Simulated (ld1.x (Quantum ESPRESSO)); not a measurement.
**Before and after: TM potential for tellurium**

- Element: tellurium
- Generator: ld1.x (Quantum ESPRESSO) 7.5
- Type: norm-conserving Troullier–Martins (Kleinman–Bylander form)
- Functional: LDA (PZ)
- Relativity: fully relativistic
- Frozen core: [Kr] 4d10
- Valence charge: 6
- Reference configuration: 5s2 5p4
- Partial waves: 5s (bound): rc 1.70 bohr; 5p (bound): rc 2.30 bohr
- Local potential: all-electron potential smoothed inside 1.40 bohr (lloc = -1)
- Core correction: none

Open shells are filled in proportion to 2j + 1 (rel_dist='average').

All-electron outer shells of the reference configuration (LDA (PZ), scalar-relativistic, ld1.x):

```json
{"shell": "4p", "level (eV)": "-114.19", "outermost node (bohr)": "0.38", "outermost maximum (bohr)": "0.74"}
{"shell": "4d", "level (eV)": "-41.70", "outermost node (bohr)": "0.36", "outermost maximum (bohr)": "0.81"}
{"shell": "5s", "level (eV)": "-15.36", "outermost node (bohr)": "0.91", "outermost maximum (bohr)": "1.77"}
{"shell": "5p", "level (eV)": "-6.12", "outermost node (bohr)": "1.00", "outermost maximum (bohr)": "2.17"}
```

Change: core correction a·sin(br)/r model core inside 0.92 bohr.

Cutoffs: the cutoffs (Ry, on a coarse ladder) from which the occupation-weighted sum of valence levels, in a spherical-Bessel basis at the reference potential, stays within 10 and 1 mRy of its value at 400 Ry; they do not see the model core or the augmentation charge, which bear on the density cutoff. Errors are all-electron minus pseudo energies relative to the spin-unpolarised reference configuration.

**Question.** What does the change do?

**Answer.** The potential gets neither clearly harder nor softer (30 Ry and 50 Ry → 30 Ry and 50 Ry); both files keep a bound ghost (d, s); of the 6 tests that both files solve, the error grows in 0 and shrinks in 6 by more than 15 % and 0.3 meV (median size 107.5 → 47.3 meV). Exchange and correlation are not linear in the density, so unscreening with the valence charge alone errs where core and valence overlap; a model core restores that term. A model core, the more so a compact one, raises the density cutoff, which this test does not measure.

| quantity | base | changed |
| --- | --- | --- |
| cutoff, loose | 30 Ry | 30 Ry |
| cutoff, tight | 50 Ry | 50 Ry |
| bound ghosts | s, d | s, d |
| tests counted (converged, no solver errors) | 6 of 7 | 6 of 7 |
| error for 5s2 5p3, meV [ΔE 9.94 eV] | +38 | +19 |
| error for 5s2 5p2, meV [ΔE 28.14 eV] | +316 | +105 |
| error for 5s2 5p4.3, meV [ΔE -1.52 eV] | +1.5 | +1.0 |
| error for 5s2 5p0, meV [ΔE 92.34 eV] | +248 | -203 |
| error for 5s2 5p3.5, meV [ΔE 4.00 eV] | +7.0 | +4.1 |
| error for 5s1 5p4, meV [ΔE 19.83 eV] | +177 | +75 |
| s: phases at 2.50 bohr within 0.05 rad from the reference energy up to (Ry; the scan ends near 5) | 2.6 | 2.6 |
| p1/2: phases at 2.50 bohr within 0.05 rad from the reference energy up to (Ry; the scan ends near 5) | 0.2 | 0.2 |
| p3/2: phases at 2.50 bohr within 0.05 rad from the reference energy up to (Ry; the scan ends near 5) | n/a | n/a |

Base: Tests not counted: 5s2 5p1 (solver errors, printed error +4.1 eV). Changed file: Tests not counted: 5s2 5p1 (pseudo-atom not self-consistent, printed error +19.1 eV). A true bound ghost makes a file unfit for plane-wave use even where its test errors are small: the radial tests pick states by their node count and pass the ghost by. Where a test does run into it, the solver fails or the error is huge.
